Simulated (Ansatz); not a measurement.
Geometry optimisation, Ansatz 0.2.0, RHF/def2-SVP.

input.yaml

```yaml
crystal:
  periodic: [false, false, false]
  atoms:
    - { symbol: Ge, position_ang: [-0.037693, 0.490003, -0.603719] }
    - { symbol: O, position_ang: [0.671634, -0.287574, 2.180345] }
    - { symbol: H, position_ang: [0.174675, -0.623542, 2.914084] }
    - { symbol: O, position_ang: [1.484181, -0.387922, -0.607132] }
    - { symbol: H, position_ang: [1.684189, -0.764185, 0.238183] }
    - { symbol: H, position_ang: [-0.118277, 1.177101, -1.965993] }
    - { symbol: H, position_ang: [-1.238286, -0.442161, -0.399939] }
    - { symbol: H, position_ang: [-0.039995, 1.556044, 0.518174] }
    - { symbol: H, position_ang: [0.427172, 0.646434, 2.084996] }
basis:
  gaussian: { orbitals: def2-SVP }
hamiltonian:
  xc: hf
relax:
  f_tol: 0.03
  max_steps: 50
```

Launched with:

```bash
$ ansatz run input.yaml --threads 1 --pin off --max-ram 2048MiB --backend cpu --events-out ev --progress --plain --runs-dir out
```

Task: Where does it end, and by what steps?

Result: The forces met the threshold. The force dipped under the threshold on the way, but the program's further checks kept it going. After 22 steps the energy has fallen by 0.190 eV; H9 moved furthest, 1.27 Å.

```
step  energy less start (eV)  largest force component (eV/Å)  accepted
   0                  0.0000                           1.372       yes
   1                 -0.1038                           0.420       yes
   2                 -0.1200                           1.121       yes
   3                 -0.1556                           0.364       yes
   4                 -0.1635                           0.356       yes
   5                 -0.1713                           0.155       yes
   6                 -0.1780                           0.098       yes
   7                 -0.1812                           0.130       yes
   8                 -0.1837                           0.200       yes
   9                 -0.1875                           0.147       yes
  10                 -0.1877                           0.196       yes
  11                 -0.1891                           0.023       yes
  12                 -0.1861                           0.566        no
  13                 -0.1893                           0.018       yes
  14                 -0.1895                           0.044       yes
  15                 -0.1894                           0.202        no
  16                 -0.1893                           0.063        no
  17                 -0.1897                           0.014       yes
  18                 -0.1897                           0.217        no
  19                 -0.1899                           0.056       yes
  20                 -0.1900                           0.130       yes
  21                 -0.1901                           0.080       yes
  22                 -0.1903                           0.012       yes
```

```xyz
9
Properties=species:S:1:pos:R:3
Ge -0.145 0.608 -0.940
O 0.718 -0.342 2.455
H 0.392 -1.096 2.923
O 1.312 -0.212 -0.396
H 1.332 -0.366 0.541
H 0.002 0.778 -2.453
H -1.392 -0.232 -0.620
H -0.277 1.982 -0.263
H 1.064 0.244 3.112
```

Whether the end is a true minimum wasn't checked by a vibrational analysis.

Run time: 42 s on 1 thread of Arm Neoverse V2, with other jobs on the host, peak memory 0.17 GiB.
